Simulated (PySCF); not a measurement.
# What settings do to a single point of Gd2N2

The sound run of Gd2N2 (singlet in the valence; each metal's 4f electrons, 7 of them, lie in its core potential, out of spins and levels) uses PySCF 2.14.0, RKS BP86, Gd lcecp-1-SVP with ECP53, N def2-SVP; non-relativistic Hamiltonian with scalar-relativistic core potentials where named; density fitting; no spin-orbit coupling, grid (50, 194), threshold 1e-8 Eh and 55 cycles, at the relaxed geometry:

```xyz
4

Gd    0.0000    0.0000    1.5411
Gd    0.0000    0.0000   -1.5411
N     1.3868    0.0000    0.0000
N    -1.3868    0.0000    0.0000
```

There Gd1 has a Mulliken charge of 0.45 e and the dipole about the centre of mass is 0.00 D. Each run below changes one thing and starts from free metal ions and neutral atoms unless it says otherwise; with 55 cycles, smearing, a level shift and second-order steps follow where DIIS fails, and their cycles count. Energy shifts count from the sound run. On f atoms grids over 110 angular points are at least (60, 302).

```tsv
change	outcome	cycles	energy shift (eV)	largest force component (eV/Å)	charge on Gd1 (e)	dipole about the centre of mass (D)
N3 put 1.1 Å from Gd1, limit 65 cycles	converged	16	36.86	125.12	-0.06	3.61
```

One further run converged with energy shift (eV) 1.39, largest force component (eV/Å) 8.36, charge on Gd1 (e) 0.28, dipole about the centre of mass (D) 0.00. Which change was it?
A. grid (15, 26)
B. start from a density of up to 30 smeared cycles (not counted)
C. threshold 1e-05

A.

And the other changes listed?


| change | outcome | cycles | energy shift (eV) | largest force component (eV/Å) | charge on Gd1 (e) | dipole about the centre of mass (D) |
| --- | --- | --- | --- | --- | --- | --- |
| start from a density of up to 30 smeared cycles (not counted) | converged | 11 | 0.0000 | 0.00 | 0.45 | 0.00 |
| threshold 1e-05 | converged | 10 | 0.0000 | 0.00 | 0.45 | 0.00 |

Unsound on purpose, so not properties of the compound: grid (15, 26); N3 put 1.1 Å from Gd1, limit 65 cycles.

Forces carry noise of the integration grid, about 0.01 to 0.03 eV/Å.

An lcecp potential fixes the number of 4f electrons, so in runs with it no electron can move into or out of that shell.
